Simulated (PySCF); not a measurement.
**Two-dimensional NMR puzzle**

Compound of formula C4H6F4Si. Correlations simulated from computed shifts and the bond graph:

HSQC (one-bond C–H):
```
  δH    δC
1.40  17.0
1.11  17.0
0.72   7.4
```

COSY cross peaks (H two or three bonds apart, from the bond graph; peaks can be absent where the dihedral angle is near 90°):
```
  δH    δH
4.05  0.72
1.40  1.11
1.40  0.72
1.11  0.72
```

HMBC (two and three bonds, from the bond graph):
```
  δH                 δC
4.05    82.0, 17.0, 7.4
1.40   133.5, 82.0, 7.4
1.11   133.5, 82.0, 7.4
0.72  133.5, 82.0, 17.0
```

Carbons without hydrogens: δ 133.5, 82.0.

[PySCF 2.14.0 with density-fitted response routines: σ from GIAO-PBE0/pcSseg-1; coordinates at the GFN2-xTB level; non-relativistic Hamiltonian; gas phase; averaged over atoms made equivalent by symmetry, fast rotation or ring inversion; one computed conformer]

Chemical shifts δ = σref − σ; TMS for $^{1}$H (31.72 ppm), $^{13}$C (186.93 ppm), all at this level.

Exchangeable hydrogens are left out of these lists.

Assemble the structure.

Results:

SMILES C(F)(F)(F)[C@@]1(F)C[C@@H]1[SiH3].

Structure with atom numbers: `[F:1][C:2]([F:3])([F:4])[C@@:5]1([F:6])[CH2:7][C@@H:8]1[SiH3:9]`. Hydrogens are named by the atom that carries them. Ha(C7) is cis to Si9 on the ring; Hb(C7) is trans to Si9 on the ring.

δC 133.5 is C2, a CF3 carbon. δC 82.0 is C5, a three-membered-ring carbon. δC 17.0 is C7, a three-membered-ring carbon (δH 1.11, 1.40). δC 7.4 is C8, a three-membered-ring carbon (δH 0.72). HMBC from δH 4.05 reaches the proton-free carbon C5. HMBC from δH 1.40 reaches the proton-free carbons C2, C5. HMBC from δH 1.11 reaches the proton-free carbons C2, C5. HMBC from δH 0.72 reaches the proton-free carbons C2, C5. COSY links 4.05–0.72, 1.40–1.11, 1.40–0.72, 1.11–0.72.

This is the structure that produced the data.

Shifts are as computed. Against solution values, carbons near 30 ppm lie about +3 ppm off and those near 130 ppm about +5 ppm. Of 1211 compounds with measured shifts, 218 miss one by over three times the rms of a fit or turn the order of signals round; such compounds aren't used in these exercises.
